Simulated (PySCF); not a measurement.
# `C[SiH2]P[SiH2]C#CC(C)=O`: 4 charge schemes on one density

C5H11OPSi2.
SMILES with atom numbers: `[CH3:1][SiH2:2][PH:3][SiH2:4][C:5]#[C:6][C:7]([CH3:8])=[O:9]` (hydrogens: H10, H11, H12 on C1; H13, H14 on Si2; H15 on P3; H16, H17 on Si4; H18, H19, H20 on C8)

Geometry (GFN2-xTB, Å), atoms numbered from 1 in this order:
```xyz
20
C5H11OPSi2 angstrom
C     -4.4247    0.9820   -0.9550
Si    -3.3718   -0.2519    0.0288
P     -1.3186   -0.2531   -0.8699
Si    -0.1314   -1.3038    0.7079
C      1.5638   -0.5675    0.6011
C      2.6396   -0.0259    0.4835
C      3.9147    0.6338    0.3761
C      4.7756    0.0781   -0.7305
O      4.2447    1.5387    1.1040
H     -5.4487    0.9961   -0.5947
H     -4.0277    1.9907   -0.8764
H     -4.4446    0.7198   -2.0093
H     -3.8796   -1.6213   -0.1085
H     -3.3682    0.1070    1.4549
H     -0.9899    1.0222   -0.4532
H     -0.6030   -1.1201    2.0849
H     -0.0670   -2.7216    0.3477
H      4.9591   -0.9801   -0.5525
H      4.2530    0.1720   -1.6809
H      5.7195    0.6156   -0.7707
```

Density: PBE0/pcSseg-1 (PySCF); schemes: Mulliken, IAO, Hirshfeld and ESP-fitted. The structure is a single GFN2-xTB conformer in the gas phase; no vibrational or solvent corrections.

Task: Tabulate the Mulliken, IAO, Hirshfeld and ESP-fitted charges.

Result: In e:

| atom | environment | Mulliken | IAO | Hirshfeld | ESP-fitted |
| --- | --- | --- | --- | --- | --- |
| C1 | Si-methyl carbon | -0.615 | -0.705 | -0.207 | -0.605 |
| Si2 | SiH2 silicon | +0.442 | +0.593 | +0.294 | +0.627 |
| P3 | three-coordinate phosphorus | -0.384 | -0.222 | -0.067 | -0.440 |
| Si4 | SiH2 silicon | +0.524 | +0.608 | +0.306 | +0.395 |
| C5 | alkyne carbon | -0.390 | -0.292 | -0.132 | -0.152 |
| C6 | alkyne carbon | +0.108 | -0.062 | -0.036 | -0.254 |
| C7 | ketone carbonyl carbon | +0.145 | +0.377 | +0.172 | +0.809 |
| C8 | methyl carbon next to a carbonyl | -0.281 | -0.473 | -0.120 | -0.614 |
| O9 | ketone oxygen | -0.329 | -0.381 | -0.222 | -0.504 |
| H10 | methyl hydrogen | +0.148 | +0.162 | +0.048 | +0.149 |
| H11 | methyl hydrogen | +0.146 | +0.160 | +0.046 | +0.161 |
| H12 | methyl hydrogen | +0.150 | +0.163 | +0.045 | +0.160 |
| H13 | Si–H hydrogen | -0.049 | -0.114 | -0.079 | -0.123 |
| H14 | Si–H hydrogen | -0.050 | -0.122 | -0.080 | -0.160 |
| H15 | P–H hydrogen | +0.088 | +0.008 | -0.005 | +0.151 |
| H16 | Si–H hydrogen | -0.049 | -0.108 | -0.067 | -0.074 |
| H17 | Si–H hydrogen | -0.044 | -0.100 | -0.066 | -0.040 |
| H18 | methyl hydrogen | +0.148 | +0.170 | +0.058 | +0.173 |
| H19 | methyl hydrogen | +0.149 | +0.170 | +0.058 | +0.181 |
| H20 | methyl hydrogen | +0.140 | +0.167 | +0.054 | +0.159 |

Mean size of the charges over all atoms: ESP-fitted 0.297 e, IAO 0.258 e, Mulliken 0.219 e, Hirshfeld 0.108 e. Each set sums to the total charge, 0, to within 0.001 e. The Mulliken scheme gives each basis function's population to the atom it is centred on and halves the overlap population of two atoms between them. The IAO scheme projects the occupied orbitals on a minimal set of polarised atomic orbitals and counts the electrons in each atom's part of it.

Lowest charge. The schemes don't all agree: Mulliken C1 (-0.615); IAO C1 (-0.705); Hirshfeld O9 (-0.222); ESP-fitted C8 (-0.614).

Highest charge. The schemes don't all agree: Mulliken Si4 (+0.524); IAO Si4 (+0.608); Hirshfeld Si4 (+0.306); ESP-fitted C7 (+0.809).

Task: How many electrons does the Mulliken scheme count on C6?

Result: Z − q = 6 − (+0.108) = 5.892.

Task: Sum the charges by element, for elements with more than one atom.

Result: 
```csv
element,atoms,Mulliken,IAO,Hirshfeld,ESP-fitted
C,5,-1.032,-1.155,-0.323,-0.816
Si,2,+0.967,+1.200,+0.599,+1.022
H,11,+0.778,+0.557,+0.013,+0.738
```

Task: How closely do the schemes follow one another over all atoms?

Result: Correlation coefficient and root-mean-square difference: IAO with Hirshfeld 0.96, 0.194 e; Mulliken with IAO 0.95, 0.105 e; IAO with ESP-fitted 0.92, 0.143 e; Mulliken with Hirshfeld 0.90, 0.163 e; Hirshfeld with ESP-fitted 0.88, 0.255 e; Mulliken with ESP-fitted 0.83, 0.206 e.

These values come from a run that also computed NMR shieldings. Hardware: one thread of an Arm Neoverse N1, no GPU, shared host. Cost: 92 s, 1.0 GiB resident at most.
